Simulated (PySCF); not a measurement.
## InB: from constants to spectrum

UHF-CCSD(T) constants of InB, ³Π (triplet), unpaired electrons σ ↑, π ↑ (PySCF, scalar-relativistic core potentials, basis sets In def2-SVPD with ECP28, B def2-SVPD; masses 114.9039 and 11.0093 u):

| Item | Value |
| --- | --- |
| ωe | 381.6 cm⁻¹ |
| ωexe | 2.43 cm⁻¹ |
| Be | 0.28118 cm⁻¹ |
| αe | 0.00252 cm⁻¹ |
| De to In + B | 1.45 eV |

**Question.** What force constant and bond length do these constants imply?

**Answer.** Reduced mass μred = 10.047 u; k = 5.8918×10⁻⁷·μred·ωe² (u, cm⁻¹, mdyn/Å) = 0.862 mdyn/Å; Re = √(16.8576/(μred·Be)) (u, cm⁻¹, Å) = 2.443 Å.

**Question.** Estimate the centrifugal constant D from the Kratzer relation and find the Dunham coefficient a1.

**Answer.** D = 4Be³/ωe² = 6.11e-07 cm⁻¹; a1 = −1 − αeωe/(6Be²) = -3.03.

Correlated steps freeze 5 core orbitals. Correlated levels converge slowly with the basis: in double zeta they bind strong bonds too weakly, by up to about 1 eV, and carry superposition errors of some tenths. These are scalar-relativistic numbers at best; spin–orbit coupling would shift them, the dissociation energy most. The state was picked by a PBE0 search and need not be the measured ground state.
